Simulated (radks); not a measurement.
The numbers below are computed, except where a source is named.
Orbital eigenvalues (eV) of the osmium ion Os+, [Xe] 4f14 5d6 6s1, at several levels of relativity; Dirac values are averaged over j with weights 2j + 1. Spin-unpolarised spherical Kohn-Sham, PBE, point nucleus unless stated (finite: rms radius 5.4126 fm), a radial shooting solver on a logarithmic mesh with Libxc functionals. A level marked "c x" has the speed of light scaled by that factor and shares open shells by 2j + 1; other Dirac levels either fill j = l - 1/2 first or share by 2j + 1.

[
 {"shell": "3s", "non-rel.": "-2580.5", "scalar-rel., finite nucleus": "-3001.2", "Dirac, 2j+1 shares": "-2995.4", "Dirac, low j first": "-2995.0", "change of magnitude, last against first (%)": "+16.06"},
 {"shell": "3p", "non-rel.": "-2370.9", "scalar-rel., finite nucleus": "-2513.8", "Dirac, 2j+1 shares": "-2527.8", "Dirac, low j first": "-2527.4", "change of magnitude, last against first (%)": "+6.60"},
 {"shell": "3d", "non-rel.": "-1980.2", "scalar-rel., finite nucleus": "-1968.3", "Dirac, 2j+1 shares": "-1963.6", "Dirac, low j first": "-1963.2", "change of magnitude, last against first (%)": "-0.86"},
 {"shell": "4s", "non-rel.": "-535.50", "scalar-rel., finite nucleus": "-639.67", "Dirac, 2j+1 shares": "-638.44", "Dirac, low j first": "-638.03", "change of magnitude, last against first (%)": "+19.15"},
 {"shell": "4p", "non-rel.": "-446.77", "scalar-rel., finite nucleus": "-479.73", "Dirac, 2j+1 shares": "-483.42", "Dirac, low j first": "-483.01", "change of magnitude, last against first (%)": "+8.11"},
 {"shell": "4d", "non-rel.": "-284.51", "scalar-rel., finite nucleus": "-280.90", "Dirac, 2j+1 shares": "-280.23", "Dirac, low j first": "-279.81", "change of magnitude, last against first (%)": "-1.65"},
 {"shell": "5s", "non-rel.": "-81.857", "scalar-rel., finite nucleus": "-99.551", "Dirac, 2j+1 shares": "-99.375", "Dirac, low j first": "-99.026", "change of magnitude, last against first (%)": "+20.97"},
 {"shell": "4f", "non-rel.": "-70.319", "scalar-rel., finite nucleus": "-60.017", "Dirac, 2j+1 shares": "-59.819", "Dirac, low j first": "-59.413", "change of magnitude, last against first (%)": "-15.51"},
 {"shell": "5p", "non-rel.": "-55.169", "scalar-rel., finite nucleus": "-58.922", "Dirac, 2j+1 shares": "-59.608", "Dirac, low j first": "-59.298", "change of magnitude, last against first (%)": "+7.48"},
 {"shell": "5d", "non-rel.": "-15.289", "scalar-rel., finite nucleus": "-14.141", "Dirac, 2j+1 shares": "-14.147", "Dirac, low j first": "-13.949", "change of magnitude, last against first (%)": "-8.76"},
 {"shell": "6s", "non-rel.": "-11.296", "scalar-rel., finite nucleus": "-13.136", "Dirac, 2j+1 shares": "-13.143", "Dirac, low j first": "-13.064", "change of magnitude, last against first (%)": "+15.66"},
 {"shell": "6p (empty)", "non-rel.": "-6.9091", "scalar-rel., finite nucleus": "-7.0993", "Dirac, 2j+1 shares": "-7.1655", "Dirac, low j first": "-7.1243", "change of magnitude, last against first (%)": "+3.12"}
]
